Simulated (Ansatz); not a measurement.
Reaction (formal exchange of groups at the Si–C bond): `OC(O)(O)[SiH3]` + `C#CNC` → `C#CN[SiH3]` + `CC(O)(O)O`

Gas-phase electronic energies from Ansatz, PBE0-D4/def2-TZVP geometries. CCSD(T)/CBS adds triple-zeta CCSD(T) − MP2 to the extrapolated MP2 energy (def2 sets, frozen cores). DFT in def2-TZVPP. Each species was taken in one conformer, which may not be the lowest.

`OC(O)(O)[SiH3]`:

```xyz
11

O     0.668   -0.021   -1.444
C    -0.139   -0.347   -0.332
O    -1.453   -0.230   -0.789
O     0.064   -1.647    0.088
Si    0.189    0.818    1.168
H     1.587   -0.165   -1.198
H    -1.458    0.437   -1.483
H    -0.295   -2.225   -0.600
H    -0.641    0.419    2.329
H     1.633    0.765    1.525
H    -0.156    2.196    0.735
```

`C#CNC`:

Cartesian coordinates in Å:
```
C 2.165 -0.049 -0.402
C 0.997 0.241 -0.400
N -0.295 0.582 -0.346
C -1.171 -0.188 0.520
H 3.200 -0.289 -0.407
H -0.696 0.824 -1.239
H -2.154 0.284 0.538
H -0.767 -0.175 1.533
H -1.280 -1.231 0.203
```

`C#CN[SiH3]`:

```xyz
9

C    -1.216   -1.668    1.151
C    -0.454   -1.128    0.393
N     0.375   -0.474   -0.427
Si    0.522    1.261   -0.454
H    -1.886   -2.157    1.815
H     0.929   -1.047   -1.045
H     1.533    1.545   -1.502
H    -0.776    1.894   -0.793
H     0.975    1.774    0.862
```

`CC(O)(O)O`:

```xyz
11

C     1.006    0.240    0.532
C    -0.307    0.017   -0.192
O    -0.672   -1.317    0.025
O    -0.221    0.294   -1.554
O    -1.308    0.884    0.236
H     0.891    0.043    1.600
H     1.322    1.272    0.384
H     1.773   -0.436    0.149
H    -1.507   -1.444   -0.439
H     0.451   -0.288   -1.919
H    -1.427    0.736    1.178
```

| level | ΔE (eV) |
| --- | --- |
| PBE0-D4 | -1.24 |
| ωB97X-V | -1.29 |
| HF/def2-TZVPP | -1.45 |
| MP2/def2-TZVPP | -1.40 |
| SCS-MP2/def2-TZVPP | -1.39 |
| CCSD/def2-TZVPP | -1.37 |
| SCS-MP2/def2-QZVPP | -1.39 |
| HF/CBS(def2) | -1.46 |

(1) What does CCSD(T)/CBS give? (Best estimate.)

Largest T1 diagnostic among the species: 0.012.

Answers

(1) Ansatz gave: -1.35 eV. The listed levels differ from it by 0.11, 0.06, -0.10, -0.05, -0.04, -0.02, -0.04, -0.11 eV.

In def2-TZVPP, CCSD(T) changes the Hartree–Fock value by +0.11 eV (the triples alone add +0.03 eV) and MP2 by +0.05 eV. From PBE to PBE0 (25 % exact exchange), in def2-TZVPP and without D4, ΔE moves by −0.11 eV.
